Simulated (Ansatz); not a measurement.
One change: `[F][Sn]([F])([F])[F]` becomes `FC(F)(F)F`.

Ansatz, PBE0-D4/def2-TZVP geometries, multiplicity 1. 

Elements past krypton have def2 core potentials.

```json
{"property": "zero-point energy (PBE0-D4/def2-TZVP) / kJ/mol", "`[F][Sn]([F])([F])[F]`": "21.3"}
{"property": "size of the dipole moment (ωB97M-V/def2-TZVPP) / D", "`[F][Sn]([F])([F])[F]`": "0.00"}
{"property": "HOMO–LUMO gap (B3LYP/def2-TZVPP) / eV", "`[F][Sn]([F])([F])[F]`": "8.09"}
{"property": "HOMO–LUMO gap (PBE/def2-TZVPP) / eV", "`[F][Sn]([F])([F])[F]`": "5.65"}
{"property": "size of the dipole moment (B3LYP/def2-TZVPP) / D", "`[F][Sn]([F])([F])[F]`": "0.00"}
{"property": "size of the dipole moment (PBE/def2-TZVPP) / D", "`[F][Sn]([F])([F])[F]`": "0.00"}
```

**Question.** Give the same properties after the change, and the shifts. (Best estimate.)

**Answer.** Computed: 
```
                                          property  `FC(F)(F)F`  shift
    zero-point energy (PBE0-D4/def2-TZVP) / kJ/mol         45.3   24.0
size of the dipole moment (ωB97M-V/def2-TZVPP) / D         0.00   0.00
             HOMO–LUMO gap (B3LYP/def2-TZVPP) / eV        14.56   6.47
               HOMO–LUMO gap (PBE/def2-TZVPP) / eV        12.06   6.41
  size of the dipole moment (B3LYP/def2-TZVPP) / D         0.00   0.00
    size of the dipole moment (PBE/def2-TZVPP) / D         0.00   0.00
```

With PBE0 the HOMO falls by 0.18 eV and the LUMO rises by 6.37 eV, so the gap widens by about 6.55 eV. PBE moves the HOMO by -0.07 eV and ωB97M-V by -0.18 eV.

B3LYP here is the variant with VWN-RPA as its local correlation; programs differ in this.
